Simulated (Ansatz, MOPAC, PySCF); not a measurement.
Stepwise substitution at one centre (B I-SH). Gas-phase values, no solvent. One relaxed conformer stands for each flexible species; it need not be the lowest. Strings in code marks are SMILES.

Quantity: redistribution energy (mixed species minus the weighted end members), in kJ/mol. Semi-empirical values (MOPAC) are differences of heats of formation.

Level 1: B3LYP/LANL2DZ // PBE0-D3(BJ)/def2-TZVP (PySCF)
Level 2: HF/def2-TZVPP // PBE0-D3(BJ)/def2-TZVP (Ansatz, an electronic-structure program)
Level 3: AM1 // PBE0-D3(BJ)/def2-TZVP (MOPAC)
Level 4: PM7 // PBE0-D3(BJ)/def2-TZVP (MOPAC)

| species | level 1 | level 2 | level 3 | level 4 |
|---|---|---|---|---|
| 2 of 3 I replaced by SH: `SB(S)I` (H–S–B–I torsion 180°, I–B–S–H torsion -180°) | -2.43 | -10.34 | -9.01 | -31.53 |
| 1 of 3 I replaced by SH: `SB(I)I` (H–S–B–I torsion 180°) | -6.77 | -11.86 | -11.61 | -31.92 |
